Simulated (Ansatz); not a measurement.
Reaction (redistribution): `S[SiH2][GeH3]` + `C[N](C)[In]([F])[SH]` → `F[SiH](S)[GeH3]` + `C[N](C)[InH][SH]`

Isolated molecules relaxed with PBE0-D4/def2-TZVP in Ansatz; ΔE leaves out vibrations. CCSD(T)/CBS adds triple-zeta CCSD(T) − MP2 to the extrapolated MP2 energy (def2 sets, frozen cores). Functionals use def2-TZVPP. def2 core potentials past Kr. For Ge, In outer-core shells are correlated without core-valence functions, which leaves a few kJ/mol of doubt a bond. Scalar relativity is left out up to krypton. One conformer a species, not always the lowest.

```tsv
species	PBE energy (Eh)
`S[SiH2][GeH3]`	-2767.68933
`C[N](C)[In]([F])[SH]`	-823.07332
`F[SiH](S)[GeH3]`	-2866.95810
`C[N](C)[InH][SH]`	-723.83158
```

**Question.** Work out ΔE.

**Answer.** ΔE = (-2866.95810) + (-723.83158) − (-2767.68933) − (-823.07332) = -0.02703 Eh = -71.0 kJ/mol. CCSD(T)/CBS gives -75.1 kJ/mol.

Largest T1 diagnostic among the species: 0.015.

From PBE to PBE0 (25 % exact exchange), in def2-TZVPP and without D4, ΔE moves by −4.4 kJ/mol. The D4 term adds −3.1 kJ/mol with B3LYP and −1.6 kJ/mol with PBE0; it sums over pairs of atoms, weighted by their polarisabilities, and B3LYP, whose exchange is more repulsive, gets the larger term.

B3LYP here is the variant with VWN-RPA as its local correlation; programs differ in this.
